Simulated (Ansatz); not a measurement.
`O[SiH](O)S` + `BN(C=C)[SiH2][SiH3]` → `C=C[Si](O)(O)S` + `BN[SiH2][SiH3]`  (redistribution)

Calculated with Ansatz (gas phase, PBE0-D4/def2-TZVP geometries, no zero-point term in ΔE). CBS: MP2 limit from def2 TZ/QZ plus the TZ coupled-cluster correction, frozen cores. Functionals use def2-TZVPP. B3LYP here is the variant with VWN-RPA as its local correlation; programs differ in this. One conformer a species, not always the lowest.

| level | ΔE (kJ/mol) | difference from CCSD(T)/CBS |
| --- | --- | --- |
| PBE-D4 | -45.7 | 7.4 |
| r2SCAN-D4 | -50.7 | 2.4 |
| PBE0-D4 | -48.6 | 4.5 |
| B3LYP-D4 | -50.0 | 3.1 |
| ωB97X-V | -52.3 | 0.8 |
| ωB97M-V | -54.4 | -1.3 |
| B2PLYP | -54.1 | -1.0 |
| PBE | -49.0 | 4.1 |
| r2SCAN | -51.7 | 1.4 |
| PBE0 | -51.5 | 1.6 |
| B3LYP | -55.2 | -2.1 |
| HF/def2-TZVPP | -62.1 | -9.0 |
| MP2/def2-TZVPP | -50.9 | 2.2 |
| SCS-MP2/def2-TZVPP | -52.3 | 0.8 |
| CCSD/def2-TZVPP | -55.1 | -2.0 |
| CCSD(T)/def2-TZVPP | -52.7 | 0.4 |
| HF/def2-QZVPP | -61.3 | -8.2 |
| MP2/def2-QZVPP | -50.9 | 2.2 |
| SCS-MP2/def2-QZVPP | -52.6 | 0.5 |
| HF/CBS(def2) | -61.2 | -8.1 |
| MP2/CBS(def2) | -51.3 | 1.8 |
| CCSD/CBS(def2) | -55.5 | -2.4 |
| CCSD(T)/CBS | -53.1 | 0 |

Largest T1 diagnostic among the species: 0.014.

The D4 term adds +5.2 kJ/mol with B3LYP and +2.9 kJ/mol with PBE0; it sums over pairs of atoms, weighted by their polarisabilities, and B3LYP, whose exchange is more repulsive, gets the larger term. In def2-TZVPP, CCSD(T) changes the Hartree–Fock value by +9.4 kJ/mol (the triples alone add +2.4 kJ/mol) and MP2 by +11.1 kJ/mol.
